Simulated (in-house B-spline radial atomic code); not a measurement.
**RPA and G0W0 on BHandHLYP: Tc**

Configuration [Kr] 4d5 5s2, highest spin, mean-field start BHandHLYP. Computed with a B-spline radial code for spherical atoms: all electrons, scalar-relativistic (spin-free one-electron X2C), finite nucleus, each spin shell either full or empty, empty states to l = 9 with an (l + 1/2)⁻⁴ tail; G0W0 by contour deformation at full frequency.

Command:
```bash
python run_gw.py task.json out
```
Settings (radii: box in bohr, nucleus in fm):
```
Z                        43
electrons                43
configuration            [Kr] 4d5 5s2
hamiltonian              x2c
method                   bhandhlyp
lmax                     9
rms_radius               4.41117
spin_polarised           True
box_radius               40
intervals                73
ion_configuration        [Kr] 4d5 5s1
```

Cost of the run: 16 s on 1 thread of Arm Neoverse N1, with other jobs on the host.

Energies (hartree):

```csv
term,value
mean-field total,-4285.32002
Hartree-Fock functional on these orbitals,-4283.08980
direct second order,-3.4771
second-order exchange,1.0102
SOSEX correction,0.93439
```

What is the RPA correlation energy, and what remains with SOSEX?

RPA gives -3.058 hartree (-1.94 eV per electron); RPA + SOSEX gives -2.1237, and the second-order doubles -2.4669 hartree (no singles). RPA lacks exchange-type terms and so overcorrelates at short range.

Quasi-particle levels (eV):

```json
{"level": "5s down", "occupied": "yes", "mean field": "-5.528", "Σx - vxc": "-0.13", "Σc": "?", "QP weight": "?", "G0W0": "?"}
{"level": "5s up", "occupied": "yes", "mean field": "-6.568", "Σx - vxc": "-0.85", "Σc": "-1.12", "QP weight": "0.897", "G0W0": "-8.539"}
{"level": "4d down", "occupied": "no", "mean field": "-1.139", "Σx - vxc": "4.71", "Σc": "-3.98", "QP weight": "0.860", "G0W0": "-0.411"}
```

G0W0 = mean field + (Σx - vxc) + Σc, with Σc (partial-wave tail included) taken at the quasi-particle energy. Only the outer levels were computed. Levels of low weight are left out.

Where does G0W0 put 5s down?

At -7.125 eV, with Σc = -1.47 eV and a quasi-particle weight of 0.912. The tabulated removal energy is 7.119 eV (NIST, measured); the calculation leaves out spin-orbit coupling, Breit and QED terms, and what these don't explain is the method's own error.

What does it cost to remove one electron (to [Kr] 4d5 5s1) by differences of total energies, each species on its own start (correlation terms add to the Hartree-Fock functional)?

BHandHLYP 6.997 eV, Hartree-Fock functional 5.460 eV, + RPA 7.055 eV, + RPA + SOSEX 6.785 eV, + second order 7.603 eV. Tabulated: 7.119 eV (NIST, measured); the calculation leaves out spin-orbit coupling, Breit and QED terms, and what these don't explain is the method's own error.
